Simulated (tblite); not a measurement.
Species: C4H12GeS.
Bonds: C1–C2, C2–S3, S3–C4, C4–C5, C5–Ge6. Hydrogens: H7, H8, H9 on C1; H10, H11 on C2; H12, H13 on C4; H14, H15 on C5; H16, H17, H18 on Ge6.

Computed with GFN2-xTB (tblite), gas phase: L-BFGS steps from a force-field or distance-geometry start until the largest atomic force falls under 0.01 eV/Å.

The end geometry, which sets the zero of energy:
```
atom  x, y, z in Å
C1     -2.1269    0.9451    0.0060
C2     -2.0829   -0.3749   -0.7388
S3     -0.4434   -0.7262   -1.4619
C4      0.4790   -1.2818    0.0121
C5      1.9299   -0.8673   -0.1206
Ge6     2.0779    1.0451   -0.6118
H7     -3.1327    1.1265    0.3807
H8     -1.4424    0.9420    0.8529
H9     -1.8465    1.7596   -0.6581
H10    -2.7631   -0.3608   -1.5898
H11    -2.3387   -1.2158   -0.0939
H12     0.0207   -0.8004    0.8753
H13     0.3651   -2.3644    0.1008
H14     2.4146   -1.4663   -0.8931
H15     2.4527   -1.0690    0.8171
H16     3.4330    1.5514   -0.2157
H17     1.9194    1.2964   -2.0696
H18     1.0755    1.8671    0.1321
```

**Question.** These geometries come from the run, each turned onto the end geometry. Order them by energy, lowest first.
A.
```
atom  x, y, z in Å
C1     -2.1495    0.9176    0.0242
C2     -2.0923   -0.3845   -0.7517
S3     -0.4422   -0.7261   -1.4557
C4      0.4777   -1.2494    0.0303
C5      1.9324   -0.8609   -0.1294
Ge6     2.1080    1.0469   -0.6276
H7     -3.1774    1.1261    0.3160
H8     -1.5419    0.8667    0.9260
H9     -1.7861    1.7366   -0.5930
H10    -2.7514   -0.3414   -1.6182
H11    -2.3685   -1.2405   -0.1347
H12     0.0361   -0.7330    0.8818
H13     0.3525   -2.3270    0.1569
H14     2.3922   -1.4724   -0.9072
H15     2.4664   -1.0647    0.8011
H16     3.4815    1.5310   -0.2631
H17     1.9158    1.2998   -2.0800
H18     1.1379    1.8815    0.1482
```
B.
```
atom  x, y, z in Å
C1     -2.4994    0.7996    0.0668
C2     -2.1214   -0.4062   -0.7720
S3     -0.4060   -0.3392   -1.3882
C4      0.4746   -0.9838    0.0725
C5      1.9676   -0.8770   -0.1639
Ge6     2.4554    0.9790   -0.6604
H7     -3.5363    0.7193    0.3908
H8     -1.8707    0.8806    0.9515
H9     -2.3862    1.7081   -0.5201
H10    -2.7464   -0.4565   -1.6624
H11    -2.2236   -1.3364   -0.2129
H12     0.1876   -0.3776    0.9344
H13     0.1456   -2.0157    0.2280
H14     2.2538   -1.5611   -0.9637
H15     2.5028   -1.1920    0.7357
H16     3.8859    1.2619   -0.3070
H17     2.2885    1.2530   -2.1167
H18     1.6195    1.9503    0.1112
```
C.
```
atom  x, y, z in Å
C1     -2.6663    0.8410    0.0539
C2     -2.2276   -0.4048   -0.7066
S3     -0.4695   -0.1077   -1.1758
C4      0.5219   -0.9952    0.0629
C5      2.0195   -0.8307   -0.1647
Ge6     2.5714    0.9813   -0.6726
H7     -3.7449    0.8011    0.2588
H8     -2.1148    0.8423    1.0009
H9     -2.3792    1.7430   -0.5071
H10    -2.8424   -0.5804   -1.6031
H11    -2.3251   -1.2914   -0.0683
H12     0.1877   -0.6991    1.0539
H13     0.2970   -2.0517   -0.0550
H14     2.3025   -1.5162   -0.9727
H15     2.5997   -1.1236    0.7195
H16     4.0350    1.1833   -0.2031
H17     2.5739    1.1503   -2.1947
H18     1.6525    2.0647   -0.1027
```
D.
```
atom  x, y, z in Å
C1     -2.3851    0.8235    0.0566
C2     -2.1213   -0.4083   -0.7880
S3     -0.4108   -0.4785   -1.4234
C4      0.4617   -1.0659    0.0629
C5      1.9500   -0.8550   -0.1280
Ge6     2.3532    1.0123   -0.6508
H7     -3.4269    0.8370    0.3721
H8     -1.7566    0.8284    0.9449
H9     -2.1804    1.7254   -0.5162
H10    -2.7526   -0.4093   -1.6759
H11    -2.2937   -1.3280   -0.2271
H12     0.0976   -0.4775    0.9067
H13     0.2093   -2.1193    0.2137
H14     2.3172   -1.5230   -0.9099
H15     2.4748   -1.1140    0.7952
H16     3.8033    1.3029   -0.4016
H17     2.0904    1.2874   -2.0886
H18     1.5611    1.9682    0.1811
```
E.
```
atom  x, y, z in Å
C1     -2.5670    0.8250    0.0747
C2     -2.1135   -0.3776   -0.7365
S3     -0.3963   -0.2864   -1.3680
C4      0.4968   -0.9997    0.0498
C5      1.9877   -0.8712   -0.1719
Ge6     2.4890    0.9737   -0.6744
H7     -3.6232    0.7158    0.3241
H8     -2.0076    0.8977    1.0050
H9     -2.4363    1.7511   -0.4819
H10    -2.7317   -0.4994   -1.6253
H11    -2.1601   -1.2861   -0.1362
H12     0.1829   -0.4420    0.9315
H13     0.1748   -2.0382    0.1473
H14     2.2886   -1.5448   -0.9745
H15     2.5041   -1.1838    0.7376
H16     3.9104    1.2125   -0.2574
H17     2.3734    1.1939   -2.1420
H18     1.6189    1.9658    0.0218
```

**Answer.** A (0.003 eV), D (0.015 eV), B (0.027 eV), E (0.048 eV), C (0.325 eV).

In the order of the answer:

```json
{"step": "117", "E above end (eV)": "0.003", "largest force (eV/Å)": "0.05", "rms force component (eV/Å)": "0.013", "rms distance from end (Å)": "0.060", "rms bond change (Å)": "0.001", "bond most changed (Å)": "Ge6–H18 +0.002"}
{"step": "83", "E above end (eV)": "0.015", "largest force (eV/Å)": "0.05", "rms force component (eV/Å)": "0.016", "rms distance from end (Å)": "0.287", "rms bond change (Å)": "0.001", "bond most changed (Å)": "S3–C4 -0.005"}
{"step": "41", "E above end (eV)": "0.027", "largest force (eV/Å)": "0.09", "rms force component (eV/Å)": "0.026", "rms distance from end (Å)": "0.385", "rms bond change (Å)": "0.002", "bond most changed (Å)": "Ge6–H17 +0.003"}
{"step": "26", "E above end (eV)": "0.048", "largest force (eV/Å)": "0.13", "rms force component (eV/Å)": "0.044", "rms distance from end (Å)": "0.416", "rms bond change (Å)": "0.002", "bond most changed (Å)": "C2–S3 +0.006"}
{"step": "1", "E above end (eV)": "0.325", "largest force (eV/Å)": "0.86", "rms force component (eV/Å)": "0.280", "rms distance from end (Å)": "0.479", "rms bond change (Å)": "0.021", "bond most changed (Å)": "Ge6–H16 +0.050"}
```

What follows is the cost of the whole relaxation. Time: 1.5 s of wall time. Hardware: one thread of an Arm Neoverse N1, shared host.
